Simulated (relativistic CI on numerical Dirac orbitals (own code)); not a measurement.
# Crystal-field levels of Ni2+, 3d8

Calculated by Dirac-Coulomb-Breit CI, orbitals from a KLI potential per configuration, model QED, valence Slater integrals scaled by 0.85, one configuration in a parametric crystal field (own radial code).

Field parameters in Wybourne normalisation: Oh B⁴₀ = 21Dq, B⁴₄ = √(5/14) B⁴₀. The field is a parameter set, without covalency.

S is read from ⟨S²⟩ = S(S + 1).

Site symmetry Oh; labels are those of the double group. Computed levels in cm⁻¹ above the lowest, in rising order:

| Δ (size of 10Dq) | Lowest | No. 2 | No. 3 | No. 4 | No. 5 | No. 6 | No. 7 | No. 8 |
| --- | --- | --- | --- | --- | --- | --- | --- | --- |
| 3250 | T2 | 2974 E | 3160 T1 | 3717 T2 | 3821 A2 | 5009 A1 | 5666 T1 | 6566 T2 |
| 5850 | T2 | 5579 E | 5738 T1 | 6181 T2 | 6325 A2 | 9331 A1 | 9904 T1 | 10799 T2 |
| 8450 | T2 | 8177 E | 8326 T1 | 8724 T2 | 8884 A2 | 13512 A1 | 14038 T1 | 14618 E |
| 11050 | T2 | 10759 E | 10918 T1 | 11294 T2 | 11461 A2 | 16397 E | 17487 A1 | 17975 T1 |
| 13650 | T2 | 13301 E | 13512 T1 | 13875 T2 | 14046 A2 | 16721 E | 21229 A1 | 21688 T1 |
| 16250 | T2 | 15602 E | 16108 T1 | 16463 T2 | 16636 A2 | 17138 E | 24718 A1 | 25186 T1 |
| 18850 | T2 | 16527 E | 18705 T1 | 18887 E | 19053 T2 | 19228 A2 | 27815 A1 | 28498 T1 |
| 21450 | T2 | 16701 E | 21303 T1 | 21366 E | 21647 T2 | 21822 A2 | 29473 A1 | 31660 T1 |
| 24050 | T2 | 16778 E | 23900 T1 | 23929 E | 24241 T2 | 24418 A2 | 30034 A1 | 34699 A1 |
| 26650 | T2 | 16827 E | 26499 T1 | 26512 E | 26837 T2 | 27014 A2 | 30405 A1 | 37634 A1 |
| 29250 | T2 | 16863 E | 29097 T1 | 29102 E | 29433 T2 | 29611 A2 | 30704 A1 | 40525 A1 |
| 31850 | T2 | 16891 E | 30957 A1 | 31696 T1 | 31696 E | 32031 T2 | 32208 A2 | 43370 A1 |

Ground-state S against |10Dq| in cm⁻¹: 3250: 1.00, 5850: 1.00, 8450: 1.00, 11050: 1.00, 13650: 1.00, 16250: 1.00, 18850: 1.00, 21450: 1.00, 24050: 1.00, 26650: 1.00, 29250: 1.00, 31850: 1.00.

No abrupt spin change occurs in this range.
